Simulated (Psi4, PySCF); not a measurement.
Interaction energy of H3ClSi ··· Li+ (SMILES [SiH3]Cl and [Li+]) (charge +1). Monomers: optimised at B3LYP-D3(BJ) (def2-TZVP), held rigid. Orientation: lowest of the rigid-body minima from ten starts at GFN2-xTB (searched outside a hard wall at short contacts). R is the distance of the centres of mass, along which the second monomer moves. The shortest distances reach bonding range, where SAPT0 and rigid monomers are unreliable.

Computed with: RKS-B3LYP/3-21G = PySCF with restricted B3LYP/3-21G, no counterpoise correction; wB97X-V/def2-TZVP, counterpoise-corrected (Psi4).

Interaction energies in kcal/mol:

```csv
R / Å,RKS-B3LYP/3-21G
3.10,-25.25
3.32,-26.56
3.46,-25.50
3.78,-21.34
4.07,-17.50
4.58,-12.38
5.32,-8.13
6.30,-5.23
7.58,-3.28
```

What does wB97X-V/def2-TZVP give at the same points?

3.10: -15.48; 3.32: -16.45; 3.46: -15.64; 3.78: -12.70; 4.07: -10.18; 4.58: -7.01; 5.32: -4.46; 6.30: -2.84; 7.58: -1.82 (kcal/mol).
